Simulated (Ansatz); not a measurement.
The same path of BFH3N + H2O (9 atoms, charge 0, multiplicity 1) was run twice with different band settings. Lost on the way: B1–H2, O7–H9. Made: B1–O7, H2–H9.

These are results of Ansatz 0.2.0, RHF/def2-SVP, not measurements.

Relaxed end points:

```xyz
9
Properties=species:S:1:pos:R:3
B 0.004 -0.498 -0.265
H 0.108 -1.008 0.814
F 1.091 -0.285 -0.990
N -1.243 -0.132 -0.779
H -2.101 -0.374 -0.330
H -1.350 0.229 -1.707
O -0.347 2.429 1.155
H -0.895 1.972 0.534
H -0.549 2.043 1.994
```

```xyz
9
Properties=species:S:1:pos:R:3
B -0.316 0.274 -0.760
H 0.396 0.957 3.680
F 0.780 -0.419 -1.037
N -1.493 -0.025 -1.469
H -1.508 -0.741 -2.165
H -2.369 0.432 -1.337
O -0.207 1.223 0.198
H -0.991 1.711 0.385
H 0.426 0.964 2.933
```

Common settings: movable images 9; climbing image yes; spring 5.0 eV/Å²; start path through a guess of the saddle point; force threshold 0.05 eV/Å; iteration limit 60; end points relaxed.

| run | optimiser |
| --- | --- |
| 1 | quadratic models (default) |
| 2 | lbfgs |

Question: What does each run give, and how far can it be trusted?

Answer: Run 1: converged after 51 iterations, highest image 2.097 eV above the first end. The profile has 2 maxima (images 3, 5) with wells between them (image 4): this band takes more than one step, which may be the mechanism or a detour left from its start path. A structure lower than the first end lies on the path between it and the top, so the climb from that side starts below the end, which may itself be a saddle point or a shallow side well. Neighbouring images differ by up to 2.6 eV, so the band resolves the path poorly. A vibrational analysis at the climbing image gives one clearly imaginary mode, 1929i cm⁻¹: a first-order saddle point.
Run 2: not converged after 60 iterations, highest image 2.184 eV above the first end. The band didn't meet its force threshold, so its energies are provisional: the largest band force was still 0.69 eV/Å, and over the last iterations the top stayed at 2.19 eV.
The orbitals stay closed-shell, which can raise the energy where a bond breaks towards radicals; this wasn't checked here.
